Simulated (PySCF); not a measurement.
From computed data to an observable: oscillator strength and radiative lifetime

C₂H₅ClFNSi, SMILES N[Si@H](Cl)/C=C/F.

Coordinates come from a ωB97X-D3(BJ)/def2-SVP optimisation. The structure was generated by enumeration; whether it is a known compound was not checked. The values are those of a single conformer.

PySCF with TDDFT-PBE/def2-SVPD puts the first singlet state with f over 0.02 at 6.37 eV (vertical), with the transition dipole (0.868, 0.282, -0.004) in atomic units.

**Question.** Find the oscillator strength, the wavelength and the radiative lifetime that this transition would have in vacuum if emission retraced absorption.

**Answer.** 
|μ|² = 0.8330 au, so |μ| = 2.32 D. ΔE = 6.37/27.211 = 0.2341 hartree. f = (2/3) ΔE |μ|² = 0.130 (the program prints 0.130).
λ = 1239.84/6.37 = 195 nm; ν = 51377 cm⁻¹.
Einstein's coefficient A = 0.6670 ν² f s⁻¹ (ν in cm⁻¹) = 2.3e8 s⁻¹, so τ = 1/A = 4.4 ns. This state is S4; the lower singlets have f = 0.005, 0.004, 0.001. The figure is the radiative limit of this one transition; relaxation, internal conversion, crossing to triplets and a medium change what is measured.
